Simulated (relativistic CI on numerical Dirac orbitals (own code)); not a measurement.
**Radial parameters of Pd XXIV**

Method of calculation: Dirac-Coulomb-Breit CI, separate exchange-only KLI orbitals for each configuration, model QED, unscaled Slater integrals (own radial code, finite nucleus).

Slater integrals F^k, G^k are unscaled and averaged over j, outside the closed core [Ne]; ζ comes from projecting the Hamiltonian with its Breit term on Σ l·s of the shell.

- 3s2 3p6 3d5: F^2(3d,3d) = 315050, F^4(3d,3d) = 202540, ζ(3d) = 20859 cm⁻¹; <r>(3d) = 0.3208, <r^2>(3d) = 0.1203 (bohr units).
- 3s2 3p5 3d6: ζ(3p) = 170810, F^2(3d,3d) = 314230, F^4(3d,3d) = 201990, F^2(3p,3d) = 281380, G^1(3p,3d) = 312070, G^3(3p,3d) = 204610, ζ(3d) = 20541 cm⁻¹; <r>(3p) = 0.353, <r^2>(3p) = 0.144, <r>(3d) = 0.3216, <r^2>(3d) = 0.1208 (bohr units).
- 3s2 3p4 3d7: F^2(3p,3p) = 281460, ζ(3p) = 170650, F^2(3d,3d) = 313390, F^4(3d,3d) = 201430, F^2(3p,3d) = 280970, G^1(3p,3d) = 311980, G^3(3p,3d) = 204440, ζ(3d) = 20227 cm⁻¹; <r>(3p) = 0.3535, <r^2>(3p) = 0.1443, <r>(3d) = 0.3223, <r^2>(3d) = 0.1214 (bohr units).

Q: Give the Racah parameters of the d shell in 3s2 3p6 3d5.

A: B = F²/49 − 5F⁴/441 = 4133 cm⁻¹ and C = 35F⁴/441 = 16075 cm⁻¹.

Averages of the first 10 configurations, taken without configuration mixing, which lowers the lowest level and can move excited configurations by several eV; other configurations of the list can lie among them:

```
 Configuration  Parity  States  Average energy above the lowest level (eV)
   3s2 3p6 3d5    even     252                                        28.8
   3s2 3p5 3d6     odd    1260                                       213.0
   3s2 3p4 3d7    even    1800                                       401.4
    3s 3p6 3d6    even     420                                       343.5
       3p6 3d7    even     120                                       663.9
    3s 3p5 3d7     odd    1440                                       526.5
3s2 3p6 3d4 4s    even     420                                       485.0
3s2 3p6 3d4 4p     odd    1260                                       530.8
3s2 3p6 3d4 4d    even    2100                                       597.0
3s2 3p6 3d4 4f     odd    2940                                       658.2
```
